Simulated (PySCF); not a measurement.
## Correlation energy of La⁴⁵⁺ (lanthanum, charge +45)

Starting occupation: [Ne] 3s2. All numbers are calculated (PySCF 2.14, X2C-1e with screened-nucleus spin-orbit coupling, Gaussian nucleus, in an uncontracted even-tempered set (18 s from 3.7 bohr⁻², ratio 2.6; 14 p from 4.8 bohr⁻², ratio 2.6; 6 d from 4.9 bohr⁻², ratio 2.8; 4 f from 69 bohr⁻², ratio 2.8)). Frozen: 1s2; 10 electrons correlated; the 54 highest virtual spinors left out.

MP2 pair energies summed by pair of shells (mhartree):

```json
{"pair": "3s1/2-3s1/2", "energy": "-112.60", "share (%)": "23.7"}
{"pair": "2p1/2-2p3/2", "energy": "-100.23", "share (%)": "21.1"}
{"pair": "2p3/2-2p3/2", "energy": "-95.46", "share (%)": "20.1"}
{"pair": "2p3/2-3s1/2", "energy": "-41.65", "share (%)": "8.8"}
{"pair": "2p3/2-2s1/2", "energy": "-41.42", "share (%)": "8.7"}
{"pair": "2p1/2-2p1/2", "energy": "-23.49", "share (%)": "4.9"}
{"pair": "2p1/2-2s1/2", "energy": "-21.43", "share (%)": "4.5"}
{"pair": "2p1/2-3s1/2", "energy": "-18.91", "share (%)": "4.0"}
{"pair": "2s1/2-2s1/2", "energy": "-11.11", "share (%)": "2.3"}
{"pair": "2s1/2-3s1/2", "energy": "-9.34", "share (%)": "2.0"}
```

Total MP2 correlation energy: -475.65 mhartree.

The virtual space was cut to 56 spinors, which keep -419.89 of the -475.65 mhartree of MP2 correlation.

```json
{"level": "CCSD", "correlation energy (mhartree)": "-451.19"}
{"level": "(T)", "correlation energy (mhartree)": "-0.79"}
{"level": "CCSD(T)", "correlation energy (mhartree)": "-451.98"}
```

Diagnostics: T1 = 0.00016, largest double amplitude 0.084.

Cost of the coupled-cluster step: roughly 50 core-seconds, for 10 occupied and 56 virtual spinors.

The coupled-cluster values are those of the cut space; adding the MP2 remainder, -55.76 mhartree, estimates the full space.

At this charge the one-electron X2C treatment keeps the bare 1/r₁₂, with no two-electron picture change or Breit term. The effect here is smaller than on the frozen 1s shell.
